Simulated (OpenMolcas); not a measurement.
Rh5+ (d4) among equal point charges was computed by CASSCF with the d shell active (OpenMolcas, ANO-RCC-VDZP on the metal). Its lowest spin-free states, and all those of the highest spin:

| 2S+1 | Degeneracy | E (cm-1) |
| --- | --- | --- |
| 5 | 3 | 0.0 |
| 5 | 2 | 1885 |
| 3 | 3 | 20519 |
| 3 | 3 | 21245 |
| 3 | 3 | 22197 |
| 3 | 2 | 22713 |
| 3 | 3 | 24408 |
| 3 | 3 | 25043 |
| 3 | 3 | 25732 |
| 3 | 1 | 26014 |
| 3 | 3 | 26582 |
| 3 | 2 | 27427 |

Task: Is the site octahedral, tetrahedral or cube-like, axial, or of lower symmetry?

Result: The states with 2S+1 = 5 have orbital degeneracies 3, 2. Threefold states need a cubic site. For d4 at this spin an octahedron puts the twofold E below the threefold T2 and a tetrahedron or cube puts the threefold T2 below the twofold E, so the site is a tetrahedron or a cube, which this pattern cannot tell apart. The first gap at this spin, 1890 cm-1, is |10Dq| in ligand-field theory. The run had Rh5+ among 8 point charges of -1.2 e arranged as a cube (Oh), 2.18 Å from the ion.

An orbital triplet at a regular site is open to Jahn-Teller coupling, which can distort the site and quench the lowest spin-orbit gaps and is left out. Without dynamic correlation the repulsion within the d shell is too large (B by tens of per cent), so at a given field states of lower spin stand too high. Point charges give a weaker field than real ligands, and real ions of this kind are as a rule low spin; the high spin found here belongs to the model. The ground term spreads over less than 5000 cm-1, several times less than with real ligands, so orbital moments are less quenched and χT lies further from the spin-only value than at real sites. Point charges carry no covalency, so the field is a model and not that of real ligands. No measured value stands beside these numbers.
